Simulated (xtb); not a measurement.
Si(OH)3(SH) (H4O3SSi), SMILES S[Si](O)(O)O. All values are semi-empirical tight-binding results from xtb (GFN2-xTB unless named), good for trends rather than for accurate numbers. Coordinates come from a GFN2-xTB optimisation. The values are those of a single conformer.

Q: Estimate the properties. (An estimate is asked for; the answer gives what the named calculation found.)

A: 
orbital gap: 5.54 eV
zero-point energy: 31.6 kcal/mol
G − E(el) at 298.15 K (modified RRHO): 11.5 kcal/mol
static polarisability (D4 model): 70.2 bohr³
solvation energy, GFN2-xTB/ALPB(water): -12.2 kcal/mol
solvation energy, GFN2-xTB/ALPB(methanol): -11.1 kcal/mol
